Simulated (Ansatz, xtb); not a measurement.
## Relaxing a trial structure of CBFS

The starting geometry of this gas-phase triplet was built from a drawn formula by distance geometry and a force field; its bonds are those of `[B]C(F)=S`.

```xyz
4

C    -0.8725    0.6871   -0.7632
B    -2.1783   -0.0356   -0.4033
F    -0.8839    1.6817   -1.6944
S     0.3991    0.3158   -0.1758
```

**Question.** Where would you expect an optimisation with r2SCAN-D4/def2-SVP to take it?

**Answer.** A new bond forms, giving a structure given below by its coordinates. Distances that change by over a tenth: C1–S4 (1.45 → 1.77 Å). Contacts that close: B2–S4 (2.61 → 1.91 Å).

The energy falls by 1.83 eV over 10 steps:

```csv
step,E − E(last) (eV)
1,1.829
2,1.159
3,0.862
4,0.654
5,0.538
6,0.395
7,0.066
8,0.037
9,0.005
10,0.000
```

Final geometry (Å):

```xyz
4

C    -1.0588    0.8723   -0.9833
B    -1.7232   -0.1326   -0.2288
F    -0.9184    1.8506   -1.8249
S     0.1647    0.0587    0.0003
```

From the same start GFN2-xTB reaches the same bonding as this run.

The end wasn't checked by frequencies. Open shells are spin-unrestricted. The triplet needn't be the ground state. Run with Ansatz 0.2.0, 35 s on 2 threads of Arm Neoverse V1, with other jobs on the host.
